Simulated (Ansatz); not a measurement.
Reactions of C$_{2}$H$_{8}$GeSi (`C=C[SiH2][GeH3]`).

Isolated molecules relaxed with PBE0-D4/def2-TZVP in Ansatz; ΔE leaves out vibrations. CCSD(T)/CBS is the MP2 limit (def2-TZVPP, def2-QZVPP) plus CCSD(T) − MP2 in def2-TZVPP, frozen cores. This one scheme is used for every species. Functionals use def2-TZVPP. For Ge outer-core shells are correlated without core-valence functions, which leaves a few kJ/mol of doubt a bond. Scalar relativity is left out up to krypton. One conformer a species, not always the lowest.

| reaction | CCSD(T)/CBS(def2) (kJ/mol) |
| --- | --- |
| `C=C[SiH2][GeH3]` + `OC(O)=S` → `OC(=S)[O][GeH3]` + `C=C[SiH3]` | -14 |
| `C=C[SiH2][GeH3]` + `OCS` → `OC[S][GeH3]` + `C=C[SiH3]` | -32 |
| `C=C[SiH2][GeH3]` + H₂O → `C=C[SiH2]O` + GeH₄ | -70 |
| `C=C[SiH2][GeH3]` + `N[SiH3]` → `C=C[SiH2]N[SiH3]` + GeH₄ | ? |

(1) Fill in the missing values. (Estimate.)

Largest T1 diagnostic: 0.016, for `OC(O)=S`.

## Answers

(1) Computed: `C=C[SiH2][GeH3]` + `N[SiH3]` → `C=C[SiH2]N[SiH3]` + GeH₄: -45.9 kJ/mol.
